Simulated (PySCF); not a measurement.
**How methods differ on the excitation energy of Xe⁺**

Xe⁺ [Kr] 4d10 5s2 5p5 (2P) → Xe⁺ [Kr] 4d10 5s2 5p4 6s1 (4P), as a difference of total energies. Computed with PySCF 2.14 in aug-cc-pVQZ-DK3 (9s8p6d3f2g, 102 functions), with scalar relativity by spin-free X2C-1e. Correlated levels: valence: [Kr] 4d10 frozen. The calculations carry no spin-orbit coupling.

```
           method  excitation energy (eV)
              UHF                  11.172
              LDA                  11.628
              PBE                  11.430
             PBE0                  11.610
           r2SCAN                  11.821
           M06-2X                  11.579
    MP2 (valence)                  11.569
SCS-MP2 (valence)                  11.725
```

Q: Estimate what wB97X gives.

A: 12.133 eV, closest to r2SCAN among the rows shown.

Q: Estimate what MN15 gives.

A: 11.590 eV, closest to M06-2X among the rows shown.

Errors of the correlated levels include the incompleteness of this basis and the frozen core.

The promoted electron is Rydberg-like, and one or two diffuse shells describe it only roughly, which tends to raise the upper state.

For comparison: 11.353 eV (measured; NIST levels, between the centres of gravity of the two terms).
